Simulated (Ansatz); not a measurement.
Total energies of CH$_{5}$FSiSn (`F[CH]1[SiH2][SnH2]1`).

Z-matrix (Å, degrees):
```
C
Si 1 1.889
Sn 1 2.222 2 74.3
F 1 1.372 2 122.1 3 124.3
H 1 1.094 2 113.4 3 -100.2
H 2 1.483 1 111.6 3 -99.6
H 2 1.487 1 121.7 3 124.3
H 3 1.698 1 113.2 2 -121.7
H 3 1.697 1 118.8 2 101.3
```

The species carries charge 0 and has multiplicity 1. Correlated methods include outer-core shells of Sn, which these sets cover unevenly. Sn takes the def2 core potential. All single points use the PBE0-D4/def2-TZVP geometry. Basis def2-TZVPP, Ansatz.

RPA on PBE orbitals: Hartree–Fock energy of these orbitals -642.41042 Eh, correlation -1.37340 Eh (frozen core).

```
             functional  energy without D4 (Eh)  D4 term (kJ/mol)
            LDA (SPW92)              -642.22071                 –
                    PBE              -644.43423             -19.6
                 revPBE              -644.67896             -52.3
                   BLYP              -644.64633             -42.3
                 r2SCAN              -644.72487              -4.5
                 B97M-V              -644.63049                 –
                   PBE0              -644.47538             -16.7
                  B3LYP              -644.83312             -32.1
                r2SCAN0              -644.67291              -5.4
HSE06 (plane-wave form)              -644.46060             -15.7
              CAM-B3LYP              -644.67469             -17.2
                ωB97X-V              -644.62485                 –
                ωB97M-V              -644.61142                 –
               PBE-QIDH              -644.17145                 –
```

Give the same for r2SCANh, BHLYP, LC-ωPBE, B2PLYP. (Estimate.)

Ansatz gave: 
```json
{"functional": "r2SCANh", "energy without D4 (Eh)": "-644.70353", "D4 term (kJ/mol)": "-4.9"}
{"functional": "BHLYP", "energy without D4 (Eh)": "-644.59543", "D4 term (kJ/mol)": "-28.0"}
{"functional": "LC-ωPBE", "energy without D4 (Eh)": "-644.59705", "D4 term (kJ/mol)": "–"}
{"functional": "B2PLYP", "energy without D4 (Eh)": "-644.30935", "D4 term (kJ/mol)": "–"}
```

B3LYP takes the VWN-RPA correlation (the form of Gaussian; ORCA's B3LYP/G). HSE06 is the plane-wave form, built on full-range PBE exchange. The double hybrids freeze the cores in their second-order part.

LC-ωPBE has ω = 0.4 bohr⁻¹.
